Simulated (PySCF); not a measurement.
1-bromo-1,2,2-trichloroethene (C2BrCl3), SMILES ClC(Cl)=C(Cl)Br. Atoms are numbered in the order given.

```xyz
6

Cl     2.0222    -0.9720     0.0000
C      0.2964    -1.0025     0.0000
Cl    -0.4132    -2.5787     0.0000
C     -0.4566     0.1189     0.0000
Cl    -2.1809     0.0623     0.0000
Br     0.3052     1.8459     0.0000
```

The structure is a stationary point at B3LYP-D3(BJ)/def2-SVP.

Computed with HF/pcSseg-1 in PySCF.

GIAO shieldings, no solvent; atoms alike by connectivity are averaged. δ = σ(ref) − σ: ³⁵Cl against HCl (σ = 958.2 ppm); ¹³C against TMS (σ = 192.6 ppm), references at their B3LYP-D3(BJ)/def2-TZVP geometries, non-relativistic (without spin–orbit terms, shifts of atoms bonded to Cl or Br come out too high).

```tsv
nucleus	atoms	count	δ (ppm)
³⁵Cl	Cl1, Cl3	2	283.2
³⁵Cl	Cl5	1	282.0
¹³C	C2	1	149.3
¹³C	C4	1	145.7
```
